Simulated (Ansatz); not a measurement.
CH$_{5}$ClOSn (`O[CH2][SnH2][Cl]`), relaxed with RKS PBE-D4/def2-SVP in Ansatz from a rough embedded geometry. The force threshold is 0.03 eV/Å; the program also tests the step.

Charge 0, multiplicity 1. Sn: def2 effective core potential.

Start:

```xyz
9

O    -0.304    1.454   -0.862
C     0.602    0.634   -0.194
Sn   -0.458   -1.117    0.413
Cl   -2.152   -0.582    1.808
H     0.229    2.315   -1.085
H     1.434    0.363   -0.897
H     1.045    1.100    0.688
H    -1.102   -1.910   -1.067
H     0.706   -2.257    1.197
```

| step | energy (eV) | largest force (eV/Å) | largest move (Å) |
| --- | --- | --- | --- |
| 1 | -21504.1159 | 2.613 | 0.000 |
| 2 | -21504.3891 | 0.836 | 0.194 |
| 3 | -21504.4631 | 0.351 | 0.100 |
| 4 | -21504.4748 | 0.107 | 0.047 |
| 5 | -21504.4769 | 0.054 | 0.022 |
| 6 | -21504.4815 | 0.183 | 0.091 |
| 7 | -21504.4834 | 0.279 | 0.081 |
| 8 | -21504.4856 | 0.210 | 0.023 |
| 9 | -21504.4878 | 0.028 | 0.050 |
| 10 (rejected) | -21504.4875 | 0.078 | 0.076 |
| 11 | -21504.4885 | 0.026 | 0.038 |
| 12 (rejected) | -21504.4881 | 0.171 | 0.098 |
| 13 | -21504.4891 | 0.032 | 0.047 |
| 14 | -21504.4893 | 0.061 | 0.049 |
| 15 | -21504.4896 | 0.046 | 0.008 |
| 16 | -21504.4897 | 0.024 | 0.005 |

End:

```xyz
9

O    -0.123    1.313   -1.196
C     0.632    0.691   -0.177
Sn   -0.398   -1.176    0.308
Cl   -1.911   -0.641    2.075
H     0.160    2.244   -1.257
H     1.681    0.444   -0.479
H     0.677    1.272    0.775
H    -1.364   -1.747   -1.004
H     0.645   -2.399    0.954
```

Hardware: 4 threads of an Arm Neoverse V1 on a shared host. Wall time 17 s, peak host memory 0.15 GiB.
